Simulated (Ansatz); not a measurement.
Gas-phase electronic energies from Ansatz, PBE0-D4/def2-TZVP geometries. CCSD(T)/CBS adds triple-zeta CCSD(T) − MP2 to the extrapolated MP2 energy (def2 sets, frozen cores). This one scheme is used for every species. DFT in def2-TZVPP. Triplets are unrestricted, without spin–orbit coupling. def2 core potentials past Kr. For Sn outer-core shells are correlated without core-valence functions, which leaves a few kJ/mol of doubt a bond. Each species was taken in one conformer, which may not be the lowest.

`[CH3][SnH]([Cl])[O][SiH3]` → `[CH2]` (triplet) + `[SiH3][O][SnH2][Cl]`  (formal loss of a carbene)

`[CH3][SnH]([Cl])[O][SiH3]`:

Z-matrix (Å, degrees):
```
C
Sn 1 2.114
H 1 1.089 2 108.1
H 1 1.089 2 110.0 3 119.8
H 1 1.090 2 109.4 3 -119.4
Cl 2 2.332 1 108.9 3 -54.7
O 2 1.951 1 106.2 3 58.0
H 2 1.701 1 121.0 3 -179.3
Si 7 1.634 2 136.2 1 -144.8
H 9 1.486 7 108.2 2 -162.8
H 9 1.491 7 111.3 2 -43.3
H 9 1.488 7 111.4 2 77.6
```

`[CH2]` (triplet):

Cartesian coordinates in Å:
```
C 0.024 0.049 0.270
H -0.280 0.924 -0.283
H 0.255 -0.973 0.013
```

`[SiH3][O][SnH2][Cl]`:

Z-matrix (Å, degrees):
```
Si
O 1 1.637
H 1 1.488 2 111.3
H 1 1.485 2 107.7 3 119.6
H 1 1.489 2 111.2 3 -120.9
Sn 2 1.943 1 136.7 3 68.3
Cl 6 2.324 2 105.7 1 -13.1
H 6 1.695 2 106.9 1 -128.6
H 6 1.696 2 107.9 1 102.4
```

CCSD(T)/CBS gives +481.8 kJ/mol.

Task: Another level gave +467.3 kJ/mol. Which?
A. CCSD(T)/def2-TZVPP
B. ωB97M-V/def2-TZVPP
C. SCS-MP2/def2-TZVPP
D. r2SCAN-D4/def2-TZVPP

Result: A. CCSD(T)/def2-TZVPP 467.3, SCS-MP2/def2-TZVPP 481.8, r2SCAN-D4 454.1, ωB97M-V 477.7 kJ/mol.

Largest T1 diagnostic among the species: 0.013.

In def2-TZVPP, CCSD(T) changes the Hartree–Fock value by +144.4 kJ/mol (the triples alone add +12.3 kJ/mol) and MP2 by +162.0 kJ/mol. From PBE to PBE0 (25 % exact exchange), in def2-TZVPP and without D4, ΔE moves by −8.7 kJ/mol. The D4 term adds +10.4 kJ/mol with B3LYP and +5.8 kJ/mol with PBE0; it sums over pairs of atoms, weighted by their polarisabilities, and B3LYP, whose exchange is more repulsive, gets the larger term.

B3LYP here is the variant with VWN-RPA as its local correlation; programs differ in this.

CCSD(T)/CBS has its own doubt, a few kJ/mol and more with outer-core shells, so smaller differences from it don't rank the levels.
